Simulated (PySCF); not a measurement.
H3AlBrN (SMILES [NH2][AlH][Br]), singlet, at a GFN2-xTB geometry (such geometries of metal compounds can be far from the true shape).

Input for PySCF:
```python
from pyscf import gto, scf
from pyscf.prop import polarizability

mol = gto.M(
    atom='''
Al   -0.28377163   -1.17553513   -0.02428722
H    -1.25956951   -1.85424425   -0.97036887
Br   -0.02854355    1.04198164   -0.29997487
N     0.59572225   -2.07867747    1.21690110
H     1.26200993   -1.70783130    1.88664105
H     0.51555943   -3.07458287    1.38027445
''',
    basis='def2-svp',
    verbose=4,
)

mf = scf.RHF(mol)
mf.kernel()
alpha = mf.Polarizability().polarizability()[2, 2]
print('alpha_zz =', alpha)
```

What does this run give for the nuclear repulsion energy, HOMO energy, HOMO-LUMO gap, number of basis functions?


| Item | Value |
|---|---|
| nuclear repulsion energy | 205.1342 Eh |
| HOMO energy | -11.03 eV |
| HOMO-LUMO gap | 13.48 eV |
| number of basis functions | 79 |
